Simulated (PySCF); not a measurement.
**Computed structure and properties of SmCl2**

System: SmCl2 (singlet in the valence; each metal's 4f electrons, 6 of them, lie in its core potential, out of spins and levels); start: template (C2v). Method: PySCF 2.14.0, RKS PBE0, Sm lcecp-0-SVP with ECP52, Cl def2-SVP; non-relativistic Hamiltonian with scalar-relativistic core potentials where named; density fitting; no spin-orbit coupling.

Input of the relaxation:

```python
mol = gto.M(atom='''
Sm     0.00000     0.00000    -0.36136
Cl     2.56150    -0.00000     0.78494
Cl    -2.56150     0.00000     0.78494''',
    basis={'Sm': 'lcecp-0-SVP', 'Cl': 'def2-SVP'},
    ecp={'Sm': 'lcecp-0-SVP'},
    charge=0, spin=0)
mf = dft.RKS(mol, xc='PBE0')
mf.grids.atom_grid = (50, 194)  # f atoms: unpruned, at least (60, 302)
mf = mf.density_fit()  # fitting sets: Sm AutoAux, Cl def2-universal-JKFIT
mf.conv_tol = 1e-08; mf.max_cycle = 55
mf.kernel(dm0)  # dm0: converged density of the start geometry
# quasi-Newton relaxation in Cartesian coordinates to a largest gradient under 0.00045 Eh/bohr, steps kept in the point group
```

Run from Python with OMP_NUM_THREADS=2; the lines above give its settings. Where DIIS fails, smearing, a level shift and second-order steps follow.
It took 5.8 s on 2 threads of AMD EPYC 9R45 96-Core Processor (Zen 5) (shared host), from the converged density of the start.

Course of the relaxation:

| step | energy above end (eV) | largest force component within the symmetry (eV/Å) |
| --- | --- | --- |
| 0 | 0.2569 | 1.155 |
| 1 | 0.0753 | 0.691 |
| 2 | 0.0061 | 0.228 |
| 3 | 0.0001 | 0.034 |
| 4 | 0.0000 | 0.002 |

Relaxed geometry (C2v):

```xyz
3

Sm    0.0000    0.0000   -0.2535
Cl    2.4392    0.0000    0.7310
Cl   -2.4392    0.0000    0.7310
```

| contact | Å |
| --- | --- |
| Sm1–Cl2 (Cl) | 2.630 |
| Sm1–Cl3 (Cl) | 2.630 |

On the finer grid (75, 302):

```json
{
 "HOMO": "not given (4f levels lie in the core)",
 "LUMO": "not given (4f levels lie in the core)",
 "Dipole about the centre of mass": "5.83 D",
 "Set of Mulliken populations of Sm1 outside the core potential": "s 2.16, p 6.18, d 0.79, f 0.02",
 "D3(BJ) dispersion energy (not in the energies)": "-0.062 eV"
}
```

```json
{"atom": "Sm1", "Mulliken (e)": "0.84", "Löwdin (e)": "0.43", "spin (e)": "0.00"}
{"atom": "Cl2", "Mulliken (e)": "-0.42", "Löwdin (e)": "-0.21", "spin (e)": "0.00"}
{"atom": "Cl3", "Mulliken (e)": "-0.42", "Löwdin (e)": "-0.21", "spin (e)": "0.00"}
```

The 4f levels lie in the core potential and are missing. Their spin isn't counted.

On the grid (50, 194), as all that follows. Harmonic modes: a minimum within the noise of the softest modes; lowest 44 cm⁻¹ (negative: unstable), highest 303 cm⁻¹, zero-point energy 0.039 eV.

Taking off one Cl (charge -1, singlet; the rest: singlet) in vacuum, both parts rigid, costs 7.98 eV; the small basis without counterpoise inflates it. Most of it is the attraction of opposite charges; other ways to part are cheaper, and one spin state was tried for the rest.

Rigid scan of Cl along the line from its metal:

```
distance to Cl2 (Å)  energy (eV)
               2.33        0.596
               2.43        0.232
               2.53        0.051
               2.63        0.000
               2.73        0.041
               2.83        0.144
               3.03        0.463
               3.33        1.053
               3.73        1.837
               4.23        2.679
```

One start shape was tried, so this needn't be the lowest isomer.

An lcecp potential fixes the number of 4f electrons, so in runs with it no electron can move into or out of that shell.
